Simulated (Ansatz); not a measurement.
Cost and result for the atomization energy of Cl₂FSSi (`F[Si]([S])(Cl)Cl`) radical (5 atoms, 4 bonds).

Total charge 0; spin multiplicity 2. The geometry is a stationary point of PBE0-D4/def2-TZVP. Program: Ansatz. All runs use 4 threads of a server CPU on a shared host. Times are those of one run each, without the atoms' runs, and a repeat can differ threefold. Electronic energies, without spin–orbit coupling; frozen cores. CCSD(T)/CBS adds CCSD(T) − MP2 in def2-TZVPP to the MP2 limit, and its time is that of the two runs behind it. T1 = 0.012; ⟨S²⟩ of the reference is 0.76. HSE06 is the plane-wave form, built on full-range PBE exchange.

CCSD(T)/CBS is a level of theory with its own doubt, some kJ/mol a heavy atom from the limit and from the frozen cores, so smaller differences don't rank the functionals.

| level | functions | atomization (kcal/mol) | difference from CCSD(T)/CBS | per bond |
| --- | --- | --- | --- | --- |
| B2PLYP/def2-TZVPP | 199 | 394.5 | -10.9 | -2.7 |
| BHLYP-D4/def2-TZVPP | 199 | 385.1 | -20.3 | -5.1 |
| HSE06-D4/def2-TZVPP | 199 | 405.6 | 0.2 | 0.0 |
| revPBE-D4/def2-TZVPP | 199 | 402.3 | -3.1 | -0.8 |
| MP2/def2-QZVPP | 337 | 420.6 | 15.2 | 3.8 |
| B97M-V/def2-TZVPP | 199 | 414.2 | 8.8 | 2.2 |
| PBE-D4/def2-TZVPP (with forces) | 199 | 415.0 | 9.6 | 2.4 |
| CCSD(T)/def2-SVP | 86 | 356.5 | -48.9 | -12.2 |
| r2SCANh-D4/def2-TZVPP | 199 | 407.4 | 2.0 | 0.5 |
| CCSD(T)/def2-TZVPP | 199 | 387.8 | -17.6 | -4.4 |
| ωB97M-V/def2-TZVPP (with forces) | 199 | 408.8 | 3.4 | 0.8 |
| ωB97X-V/def2-TZVPP | 199 | 408.6 | 3.2 | 0.8 |
| CCSD(T)/CBS(def2) | – | 405.4 | 0.0 | 0.0 |

Task: Order the runs by time, with rough figures. (Estimate.)

Result: Computed: CCSD(T)/def2-SVP 8 s; PBE-D4/def2-TZVPP (with forces) 11 s; revPBE-D4/def2-TZVPP 11 s; HSE06-D4/def2-TZVPP 18 s; BHLYP-D4/def2-TZVPP 21 s; B2PLYP/def2-TZVPP 21 s; r2SCANh-D4/def2-TZVPP 32 s; ωB97X-V/def2-TZVPP 39 s; B97M-V/def2-TZVPP 43 s; MP2/def2-QZVPP 54 s; ωB97M-V/def2-TZVPP (with forces) 65 s; CCSD(T)/def2-TZVPP 4.3 min; CCSD(T)/CBS(def2) 5.2 min.

From r2SCAN to r2SCAN0 (25 % exact exchange), in def2-TZVPP and without D4, the atomization energy moves by −11.1 kcal/mol: exact exchange takes away binding that semilocal exchange gives to molecules. The D4 term adds +8.6 kcal/mol with B3LYP and +4.4 kcal/mol with PBE0; it sums over pairs of atoms, weighted by their polarisabilities, and B3LYP, whose exchange is more repulsive, gets the larger term. In def2-TZVPP, CCSD(T) changes the Hartree–Fock value by +94.3 kcal/mol (the triples alone add +9.6 kcal/mol) and MP2 by +116.5 kcal/mol; breaking electron pairs costs correlation energy, which Hartree–Fock lacks.

B3LYP here is the variant with VWN-RPA as its local correlation; programs differ in this.
